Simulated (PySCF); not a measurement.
# Property card for (ClAlS)3 ring, Al3Cl3S3

Compound: (ClAlS)3 ring, Al3Cl3S3.
Bonds: Al1–Cl2, Al1–S3, Al1–S9, S3–Al4, Al4–Cl5, Al4–S6, S6–Al7, Al7–Cl8, Al7–S9.

PBE0-D3(BJ)/def2-SVP geometry optimisation, gas phase (PySCF):

```
Rotational constants A, B, C : 0.387, 0.384, 0.193 GHz
```

CAM-B3LYP/def2-SVPD ground state, ΔSCF and vertical TDDFT (core frozen in the response) (PySCF):

```
Dipole moment                                                     : 0.07 D
HOMO energy                                                       : -9.90 eV
LUMO energy                                                       : -1.10 eV
HOMO–LUMO gap                                                     : 8.80 eV
Lowest singlet excitation                                         : 5.82 eV (213 nm, f = 0.000 summed over 2 states within 0.01 eV)
Strongest line among the 15 lowest singlet transitions            : S10 at 6.55 eV (189 nm, f = 0.275)
Lowest triplet excitation (Tamm–Dancoff)                          : 5.51 eV
Static isotropic polarisability                                   : 169.8 au
Vertical electron affinity                                        : 0.63 eV
Electronic spatial extent ⟨r²⟩ about the centre of nuclear charge : 4843 bohr²
```

From B3LYP/pcSseg-1 (pcSseg-2 on Al) ground state and GIAO shieldings, non-relativistic (PySCF):

```
Isotropic shieldings of nuclei other than C and H, by class : 356 (Al1/Al4/Al7), 665 (S3/S6/S9), 871 (Cl2/Cl5/Cl8) ppm
```

From delta-SCF UKS SCAN, pcX-2 on the ionised atom, pcseg-1 elsewhere, spin-free X2C; 2p3/2 from a spin–orbit splitting computed afterwards within the 2p shell (PySCF):

```
Core binding energies : S2p3/2 169.2 (S3/S6/S9), Cl2p3/2 206.0 (Cl2/Cl5/Cl8), Al1s 1568.6 (Al1/Al4/Al7), S1s 2477.0 (S3/S6/S9), Cl1s 2828.6 (Cl2/Cl5/Cl8) eV
```

Monoisotopic mass (most abundant isotopes): 281.7674 u.

The polarisability is 25.17 Å³ as a volume (1 au = 0.148185 Å³), or 1.23 au for each of the 138 electrons. S1 lies 2.98 eV below the HOMO–LUMO gap. The rotational constants are those of a nearly oblate symmetric top. No computed singlet falls in the visible range (750 to 380 nm, 1.65 to 3.26 eV); S1 lies 2.56 eV above its blue end. The principal polarisabilities are 116.3, 196.5 and 196.7 au; their mean is the isotropic value. −ε(LUMO) is 1.10 eV against a ΔSCF electron affinity of 0.63 eV. The largest Löwdin shares of the LUMO are 0.20 on Al4, 0.19 on Al1 and 0.19 on Al7.

One conformer stands for the species.
